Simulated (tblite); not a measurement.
Compound: C7H4FO (doublet state).
Bonds: O1–C2 (double), C2–C3, C3–C4 (aromatic), C4–C5 (aromatic), C5–C6 (aromatic), C6–C7 (aromatic), C7–C8 (aromatic), C8–F9, C3–C8 (aromatic). Hydrogens: H10 on C2; H11 on C4; H12 on C5; H13 on C6.

Structure optimised with GFN2-xTB, isolated species. This method treats the open shell by occupation alone, without spin polarisation.

Task: List the bond lengths, angles and torsions at this level.

Result: 
| bond | length (pm) | order |
| --- | --- | --- |
| O1=C2 | 120.3 | double |
| C2–C3 | 147.3 | single |
| C3–C4 | 139.6 | aromatic |
| C4–C5 | 137.8 | aromatic |
| C5–C6 | 139.8 | aromatic |
| C6–C7 | 136.1 | aromatic |
| C7–C8 | 136.3 | aromatic |
| C8–F9 | 134.0 | single |
| C3–C8 | 140.6 | aromatic |
| C2–H10 | 110.4 | single |
| C4–H11 | 108.0 | single |
| C5–H12 | 107.9 | single |
| C6–H13 | 107.9 | single |

Orders are formal, as drawn. A selection of angles:
| angle | degrees |
| --- | --- |
| O1–C2–C3 | 124.0 |
| C2–C3–C4 | 120.9 |
| C2–C3–C8 | 120.6 |
| C4–C3–C8 | 118.5 |
| C3–C4–C5 | 121.5 |
| C4–C5–C6 | 119.4 |
| C5–C6–C7 | 118.3 |
| C6–C7–C8 | 124.0 |
| C7–C8–F9 | 122.3 |
| C3–C8–C7 | 118.3 |
| C3–C8–F9 | 119.4 |

Torsions: O1–C2–C3–C4 0° (synperiplanar).

C6 (carbon bonded to 2 C and H) is planar (angles 121.2°, 120.5° and 118.3°, sum 360.0°, 0.00 Å off the plane of its three neighbours). The 6-membered ring C3–C4–C5–C6–C7–C8 has internal angles of 118.3° to 124.0° (sum 720°, against 720° for a flat polygon); it is planar, 0.00 Å rms from its mean plane, widest ring torsion 0°. C3 (carbon bonded to 3 C) is planar (angles 120.9°, 120.6° and 118.5°, sum 360.0°, 0.00 Å off the plane of its three neighbours). C8 (carbon bonded to 2 C and F) is planar (angles 122.3°, 119.4° and 118.3°, sum 360.0°, 0.00 Å off the plane of its three neighbours). The 9 heavy atoms lie in one plane (0.000 Å rms). C4 (carbon bonded to 2 C and H) is planar (angles 121.5°, 120.9° and 117.6°, sum 360.0°, 0.00 Å off the plane of its three neighbours). Of the pairs four or more bonds apart, F9···H10 is among the closest relative to their van der Waals radii: 2.40 Å, 90 % of the sum of Bondi's values.

Point group: Cs (tolerance 0.08 Å). Its GFN2-xTB frequencies are all real (lowest 97 cm⁻¹).

One conformer stands for the species.

These are computed values.
